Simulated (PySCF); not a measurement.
Relaxation of singlet WO₂(OH)₂

Method: PySCF, PBE, basis W def2-SVP with ECP60, O def2-SVP, H def2-SVP (scalar-relativistic core potentials, no spin–orbit coupling, density fitting). A (50,194) grid was used.

A hand-made see-saw (ligand arrangement 1) (heavy-atom frame) start, of C2 symmetry, held to at least that symmetry:

Coordinates in bohr (charge 0 multiplicity 1):
```
W     0.0000    0.0000   -0.3597
O     0.0000    3.3322   -0.0681
O     0.0000   -3.3322   -0.0681
O     2.9782    0.0000    1.9671
O    -2.9782    0.0000    1.9671
H     3.8972   -1.3897    2.6851
H    -3.8972    1.3897    2.6851
```

Optimiser trace:
```json
{"step": "0", "E − E(last) (kJ/mol)": "455.08", "largest gradient (Eh/bohr)": "0.11868"}
{"step": "1", "E − E(last) (kJ/mol)": "356.31", "largest gradient (Eh/bohr)": "0.08918"}
{"step": "2", "E − E(last) (kJ/mol)": "276.90", "largest gradient (Eh/bohr)": "0.07526"}
{"step": "3", "E − E(last) (kJ/mol)": "213.50", "largest gradient (Eh/bohr)": "0.06500"}
{"step": "4", "E − E(last) (kJ/mol)": "83.91", "largest gradient (Eh/bohr)": "0.02616"}
{"step": "5", "E − E(last) (kJ/mol)": "48.57", "largest gradient (Eh/bohr)": "0.08331"}
{"step": "6", "E − E(last) (kJ/mol)": "10.95", "largest gradient (Eh/bohr)": "0.02220"}
{"step": "7", "E − E(last) (kJ/mol)": "8.52", "largest gradient (Eh/bohr)": "0.02123"}
{"step": "8", "E − E(last) (kJ/mol)": "5.54", "largest gradient (Eh/bohr)": "0.01505"}
{"step": "9", "E − E(last) (kJ/mol)": "2.89", "largest gradient (Eh/bohr)": "0.00606"}
{"step": "10", "E − E(last) (kJ/mol)": "1.10", "largest gradient (Eh/bohr)": "0.00762"}
{"step": "11", "E − E(last) (kJ/mol)": "0.39", "largest gradient (Eh/bohr)": "0.00388"}
{"step": "12", "E − E(last) (kJ/mol)": "0.08", "largest gradient (Eh/bohr)": "0.00059"}
{"step": "13", "E − E(last) (kJ/mol)": "0.07", "largest gradient (Eh/bohr)": "0.00075"}
{"step": "14", "E − E(last) (kJ/mol)": "0.06", "largest gradient (Eh/bohr)": "0.00045"}
{"step": "15", "E − E(last) (kJ/mol)": "0.05", "largest gradient (Eh/bohr)": "0.00067"}
{"step": "16", "E − E(last) (kJ/mol)": "0.03", "largest gradient (Eh/bohr)": "0.00111"}
{"step": "17", "E − E(last) (kJ/mol)": "0.01", "largest gradient (Eh/bohr)": "0.00108"}
{"step": "18", "E − E(last) (kJ/mol)": "0.00", "largest gradient (Eh/bohr)": "0.00043"}
{"step": "19", "E − E(last) (kJ/mol)": "0.00", "largest gradient (Eh/bohr)": "0.00004"}
```

It ends at C2 with O–H 0.975 Å (×2), W–O 1.727 Å (×2), W–O 1.902 Å (×2); H–O–W 125.2° (×2), O–W–O 108.0°, O–W–O 108.6° (×2), O–W–O 109.8° (×2), O–W–O 112.1° (after a last refinement on a finer grid). A frequency run shows a minimum.

Final geometry:
```xyz
7
charge 0 multiplicity 1, angstrom
W     0.0000    0.0000   -0.0148
O     0.0380    1.3961   -1.0305
O    -0.0380   -1.3961   -1.0305
O     1.5774   -0.0204    1.0470
O    -1.5774    0.0204    1.0470
H     2.2042   -0.7643    1.1073
H    -2.2042    0.7643    1.1073
```

Stability towards spin polarisation was not tested. With an element this heavy the missing spin–orbit coupling can shift these numbers.
